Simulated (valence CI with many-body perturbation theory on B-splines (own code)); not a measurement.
## Sn I in brief

Computed by configuration interaction combined with many-body perturbation theory (CI+MBPT): four valence electrons over a frozen Dirac-Fock core [Kr] 4d10, a basis of 11 s, 11 p, 9 d, 7 f, 5 g, 2 h, 1 i functions for each j, with the one-electron correlation potential Σ1 (screened to all orders), the two-electron term Σ2, the three-electron term Σ3, Breit, model QED; selected single and double excitations, second order for the rest, scaled by the run's own slope (own B-spline code, finite nucleus).

Against 31 measured levels this calculation errs by 50 cm⁻¹ on average and by 287 at most. These come from a selection out of the NIST Handbook of Basic Atomic Spectroscopic Data. Levels without a partner in it may be off by more. Among the levels kept, up to 400 cm⁻¹ of a level comes from second order outside the variational space, and about a tenth of that is noise between levels of different J, which matters for small intervals.

Names give the largest LS component (configuration and term), which can be under half, so a name can repeat, a term be missing and a line seem to break the LS rules; names also repeat where a configuration has a term twice.

Rates and lifetimes use the calculated energies. Strong lines usually hold to 10 to 20 %, long lifetimes can be off by a factor of two.

What is the ground level?

5s²5p² ³P_0, composition 91 % 5s²5p² ³P + 3 % 5s²5p² ¹S.

Name the longest-lived excited levels whose lifetime is computed, and their main decay.

5s²5p² ³P_2 at 0.4253 eV lives 15.7 s, mostly by M1 to 5s²5p² ³P_1; 5s²5p² ³P_1 at 0.2102 eV lives 11.8 s, mostly by M1 to 5s²5p² ³P_0; 5s²5p² ¹D_2 at 1.063 eV lives 1.01 s, mostly by M1 to 5s²5p² ³P_2.

Where does the other parity begin?

At 5s²5p6s ³P°_0, 4.307 eV.

What are the static dipole polarisabilities of the lowest levels?

5s²5p² ³P_0 51.4; 5s²5p² ³P_1 53.6 (tensor -2.9); 5s²5p² ³P_2 55.2 (tensor 2.1); 5s²5p² ¹D_2 60.3 (tensor -9.3) bohr³, of which the core gives 2.26. The recommended value for the atom is 53 ± 6 bohr³ (Schwerdtfeger and Nagle, table of static dipole polarizabilities (2023 update)).

How is the term ³P of the ground level split?

J = 0 at 0.0000, J = 1 at 0.2102, J = 2 at 0.4253 eV.

How well does LS coupling describe the low levels?

Among the lowest 20 levels the leading LS term, summed over configurations, holds 78 % on average. For single configurations the figures are 70 % in LS and 78 % in jj coupling. Terms mix most in the J = 1 level at 5.376 eV, where the leading one holds 44 %.

What is the ionisation energy?

7.3391 eV; NIST lists 7.34392 eV (measured).
